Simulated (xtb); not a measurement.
C3H2N (SMILES C=[C]C#N), doublet, at a GFN2-xTB geometry; GFN0-xTB with ALPB(dmso) (xtb 6.7.1).

Input for xtb:
```
$ xtb mol.xyz --gfn 0 --uhf 1 --alpb dmso --json

# file mol.xyz
6

C     -0.15895887    -1.79696753     0.01837023
C     -0.04522191    -0.51121592     0.00522611
C      0.07111146     0.80388707    -0.00821806
H     -1.12145639    -2.29501249     0.00644536
H      0.70119490    -2.45587860     0.04212256
N      0.17409677     1.96809562    -0.02011966
```

**Question.** What does xtb print? Leave out banner, timings and long lists.

**Answer.** 
```
   ID    Z sym.   atoms
    1    6 C      1-3
    2    1 H      4, 5
    3    7 N      6

           -------------------------------------------------
          |                Calculation Setup                |
           -------------------------------------------------

           -------------------------------------------------
          |                 G F N 0 - x T B                 |
           -------------------------------------------------

      * Solvation model:               ALPB
        Solvent                        dmso
        Parameter file                 internal GFN-FF/ALPB
        Dielectric constant                4.6680E+01
        Reference state                gsolv [1 M gas/solution]
        Free energy shift                  6.8283E-03 Eh       4.2848E+00 kcal/mol
        Temperature                        2.9815E+02 K
        Density                            1.1000E+00 kg/L
        Solvent mass                       7.8130E+01 g/mol
        Interaction kernel             P16
        Born radius scaling (c1)           2.0404E+00
        Born radii integrator          GBOBC
        Born offset                        0.0000E+00 a0       0.0000E+00 AA
        H-bond correction              true
        Ion screening                  false
        Surface tension                    1.0000E-05 Eh       1.5569E+01 dyn/cm
        Grid points                               230 per atom

          ...................................................
          :                      SETUP                      :
          :.................................................:
          :  # basis functions                  20          :
          :  # atomic orbitals                  20          :
          :  # shells                           12          :
          :  # electrons                        19          :
          :  electronic temp.          300.0000000     K    :
          :  accuracy                    1.0000000          :
          :  -> integral cutoff          0.2500000E+02      :
          :  -> integral neglect         0.1000000E-07      :
          ...................................................

         :::::::::::::::::::::::::::::::::::::::::::::::::::::
         ::                     SUMMARY                     ::
         :::::::::::::::::::::::::::::::::::::::::::::::::::::
         :: total energy             -10.287544016929 Eh    ::
         :: total w/o Gsasa/hb       -10.279661969071 Eh    ::
[...]
        15                         -0.0929553              -2.5294
        16                          0.0955170               2.5992
        17                          0.2715615               7.3896
        18                          0.3670056               9.9867
        19                          0.6684680              18.1899
        20                          1.1908444              32.4045
      -------------------------------------------------------------
                  HL-Gap            0.0699600 Eh            1.9037 eV
             Fermi-level            0.0000000 Eh            0.0000 eV

     #   Z          covCN         q      C6AA      α(0)
     1   6 C        2.832    -0.388    41.471    10.519
     2   6 C        1.963    -0.054    33.086     9.278
     3   6 C        1.892     0.547    20.455     7.296
     4   1 H        0.925     0.298     0.713     1.320
     5   1 H        0.925     0.298     0.713     1.320
     6   7 N        0.912    -0.703    39.588     9.107

 Mol. C6AA /au·bohr⁶  :        608.492729
 Mol. C8AA /au·bohr⁸  :      15670.500400
 Mol. α(0) /au        :         38.841304

Wiberg/Mayer (AO) data.
largest (>0.10) Wiberg bond orders for each atom

 ---------------------------------------------------------------------------
     #   Z sym  total        # sym  WBO       # sym  WBO       # sym  WBO
 ---------------------------------------------------------------------------
     1   6 C    3.982 --     2 C    1.930     5 H    0.933     4 H    0.933
                             6 N    0.148
     2   6 C    3.633 --     1 C    1.930     3 C    1.447     6 N    0.193
     3   6 C    3.896 --     6 N    2.385     2 C    1.447
     4   1 H    0.991 --     1 C    0.933
     5   1 H    0.991 --     1 C    0.933
     6   7 N    2.753 --     3 C    2.385     2 C    0.193     1 C    0.148
 ---------------------------------------------------------------------------

Topologies differ in total number of bonds
Writing topology from bond orders to xtbtopo.mol

 dipole moment from electron density (au)
     X       Y       Z
  -0.2814  -3.1812   0.0325  total (Debye):    8.118

           -------------------------------------------------
          | TOTAL ENERGY              -10.287544016929 Eh   |
          | GRADIENT NORM               0.027682559624 Eh/α |
          | HOMO-LUMO GAP               1.903709087715 eV   |
           -------------------------------------------------

normal termination of xtb
```
